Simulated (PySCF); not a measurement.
The numbers are results of PBE-D3(BJ)/def2-TZVP // PBE0-D3(BJ)/def2-TZVP run with PySCF, not measurements. Gas-phase values, no solvent. One relaxed conformer stands for a flexible species; it need not be the lowest. Excitations are Tamm–Dancoff values on a coarser integration grid. The basis has no diffuse functions, so Rydberg states are missing or too high.

Reference species (SMILES): `C=C(S)SS` (neutral, multiplicity 1).

The S1–T1 gap (TDA) comes out as 0.38 eV and the HOMO is -5.66 eV. The LUMO is -1.84 eV.

Changed species: `SC=C(S)S`.

Question: Predict the effect on the S1–T1 gap (TDA), HOMO and LUMO.

Answer: the S1–T1 gap (TDA) goes up by 0.21 eV, to 0.59 eV; the HOMO goes up by 0.57 eV, to -5.09 eV; the LUMO increases by 0.40 eV, to -1.44 eV.
